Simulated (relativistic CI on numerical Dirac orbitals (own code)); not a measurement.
One change at a time: Ru17+

Base calculation: Dirac-Coulomb-Breit CI, KLI orbitals optimised for each configuration, model QED, unscaled Slater integrals.

Configurations in the expansion (outside the closed core [Ne]): 3s²3p⁶3d⁹, 3s²3p⁵3d¹⁰, 3s3p⁶3d¹⁰, 3s²3p⁶3d⁸4s, 3s²3p⁶3d⁸4p, 3s²3p⁶3d⁸4d, 3s²3p⁶3d⁷4s², 3s²3p⁶3d⁸4f, 3s²3p⁶3d⁷4s4p, 3s²3p⁵3d⁹4s, 3s²3p⁴3d¹⁰4s, 3s²3p⁶3d⁸5s, 3s²3p⁶3d⁷4p², 3s²3p⁶3d⁸5p, 3s²3p⁵3d⁹4p, 3s²3p⁶3d⁷4s4d, 3s²3p⁴3d¹⁰4p, 3s²3p⁶3d⁸5d, 3s²3p⁶3d⁷4p4d, 3s²3p⁴3d¹⁰4d, 3s²3p⁶3d⁸5f, 3s3p⁵3d¹⁰4s, 3s²3p⁵3d⁹4d, 3s²3p⁶3d⁸5g, 3s²3p⁵3d⁸4s², 3s3p⁶3d⁹4s, 3s²3p⁶3d⁸6s, 3s²3p⁶3d⁷4d², 3s²3p⁶3d⁸6p, 3s3p⁵3d¹⁰4p, 3s²3p⁵3d⁸4s4p, 3s²3p⁶3d⁸6d, 3s3p⁶3d⁹4p, 3s²3p⁵3d⁹4f, 3s²3p⁵3d⁸4p², 3s3p⁵3d¹⁰4d. Levels of other configurations are missing.

Variants: (1) QED terms removed; (2) one mean potential for all configurations. Shifts of the energy above 3s²3p⁶3d⁹ ²D5/2, in cm⁻¹, for the lowest level and the first level of each name with at least 55 % of one term (blank where a level changes its place among those of its configuration and J or its character, or is not in the variant):

| Level | Base | Δ(1) | Δ(2) |
| --- | --- | --- | --- |
| 3s²3p⁶3d⁹ ²D5/2 | 0 | 0 | 0 |
| 3s²3p⁶3d⁹ ²D3/2 | 35299 | -112 | +29 |
| 3s²3p⁵3d¹⁰ ²P°3/2 | 1458988 | +285 | +430 |
| 3s²3p⁵3d¹⁰ ²P°1/2 | 1645162 | -73 | +404 |
| 3s²3p⁶3d⁸4s ⁴F9/2 | 2268041 | -1300 | +7896 |
| 3s²3p⁶3d⁸4s ⁴F5/2 | 2300644 | -1363 | +8049 |
| 3s²3p⁶3d⁸4s ⁴P1/2 | 2347967 | -1358 | +7843 |
| 3s²3p⁶3d⁸4s ⁴P3/2 | 2353945 | -1408 | +8085 |
| 3s²3p⁶3d⁸4s ²P1/2 | 2366625 | -1374 | +8184 |
| 3s²3p⁶3d⁸4s ²G9/2 | 2370890 | -1387 | +7945 |
| 3s²3p⁶3d⁸4s ²G7/2 | 2371259 | -1388 | +7961 |
| 3s3p⁶3d¹⁰ ²S1/2 | 2451628 | +2052 | +1903 |
| 3s²3p⁶3d⁸4s ²S1/2 | 2484222 | +606 | +6386 |
| 3s²3p⁶3d⁸4p ⁴D°7/2 | 2541558 | -157 | +8592 |
| 3s²3p⁶3d⁸4p ⁴D°5/2 | 2573523 | -213 | +8663 |
| 3s²3p⁶3d⁸4p ⁴G°7/2 | 2579275 | -252 | +8900 |
| 3s²3p⁶3d⁸4p ⁴G°11/2 | 2592508 | -245 | +8815 |
| 3s²3p⁶3d⁸4p ⁴D°3/2 | 2600312 | -288 | +8880 |
| 3s²3p⁶3d⁸4p ⁴F°9/2 | 2601916 | -246 | +8762 |
| 3s²3p⁶3d⁸4p ²F°7/2 | 2604493 | -251 | +8677 |
| 3s²3p⁶3d⁸4p ⁴D°1/2 | 2607111 | -262 | +8698 |
| 3s²3p⁶3d⁸4p ⁴P°1/2 | 2618444 | -261 | +8722 |

At this charge energies of transitions that change n are usually good to better than 1 %, and those within a shell (Δn = 0) to a few per cent.

Ionisation energy from the two ground configurations alone: base 723.722 eV. The NIST ASD value (theoretical) is 723 eV.

LS names give the leading component of a level, which can be under half, so a name can repeat, a term be missing and a line seem to break the LS rules.
